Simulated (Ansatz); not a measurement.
Molecule: RbO, net charge 0, doublet state. 
Structure (B3LYP-D3(BJ)/def2-TZVP (Ansatz, a quantum-chemistry and plane-wave program) minimum search):
```xyz
2

Rb     0.0000     0.0000    -0.4183
O      0.0000     0.0000     1.9348
```
Charge 0, spin multiplicity 2.

Wanted: atomisation energy (electronic, to ground-state atoms), in kcal/mol. Cores are frozen in the correlated levels unless marked. UHF or UKS for open shells. No spin-orbit coupling. Frozen are the shells of the preceding noble gas and the d and f shells that filled before the atom's block. The outer core of K, Ca and their heavier congeners is not correlated, a term that matters for these elements. Past Kr the def2 sets carry scalar-relativistic core potentials. 

| level | program | atomisation energy (kcal/mol) |
|---|---|---|
| PBE-D4/def2-TZVPD | Ansatz + dftd4 | 65.9 |
| r2SCAN-D3(BJ)/def2-TZVPD | Ansatz + dftd3 | 64.8 |
| PBE0/def2-TZVP | Ansatz | 58.3 |
| LC-wPBE/def2-TZVPD | Ansatz | 66.5 |
| MP2/def2-QZVPP | Ansatz | 64.1 |
| SCS-MP2/def2-SVPD | Ansatz | 58.7 |
